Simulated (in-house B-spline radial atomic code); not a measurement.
## B97-1 excitations of the calcium ion Ca²⁺

Method: B97-1. Computed with a B-spline radial code for spherical atoms: linear response of the closed shell [Ne] 3s2 3p6 with the functional's adiabatic kernel; non-relativistic, point nucleus, no spin-orbit coupling, no double excitations, S, P, D and F terms only. Only terms of natural parity with L up to 3 were computed.

Command:
```bash
python run_td.py task.json out
```
Settings (radii: box in bohr, nucleus in fm):
```
Z                        20
electrons                18
configuration            [Ne] 3s2 3p6
hamiltonian              nr
method                   b97_1
box_radius               29.48
intervals                54
```

Time taken, with all properties: 0.9 s on 1 thread of Arm Neoverse N1 (shared host).

The lowest states, in the order of their Tamm-Dancoff energies; the method's threshold (minus the highest occupied level) is 44.91 eV. Labels give the largest channel, * marks a mixed state, and oscillator strengths are full-response dipole values. Semilocal kernels can invert the small singlet-triplet splittings of Rydberg terms. Energies in eV:

```csv
state,full response,Tamm-Dancoff,oscillator strength
3p → 3d 3P,25.258,25.351,-
3p → 3d 3F,25.600,25.740,-
3p → 3d 1F,27.578,27.586,-
3p → 4s 3P,29.109,29.122,-
3p → 4s 1P,29.448,29.455,0.519
3p → 4p 3S,?,?,-
3p → 4p 3D,32.92,32.94,-
3p → 4p 1D,33.17,33.18,-
3p → 4p 1S,34.54,34.68,-
3p → 3d 1P,?,?,?
```

(1) Where does 3p → 3d 1P lie?

(2) Where does 3p → 4p 3S lie?

(3) How large is the singlet-triplet splitting of 3p → 3d (F terms) in Tamm-Dancoff?

(4) What polarisabilities and dispersion coefficient does the method give?

Results:

(1) At 33.85 eV in full response, 34.69 eV in Tamm-Dancoff, oscillator strength 3.29.

(2) At 32.50 eV in full response, 32.53 eV in Tamm-Dancoff.

(3) 1.85 eV, from the unrounded values.

(4) Dipole 3.311 bohr³, quadrupole 7.341 bohr⁵, C6 10.95 hartree·bohr⁶ for two such species.
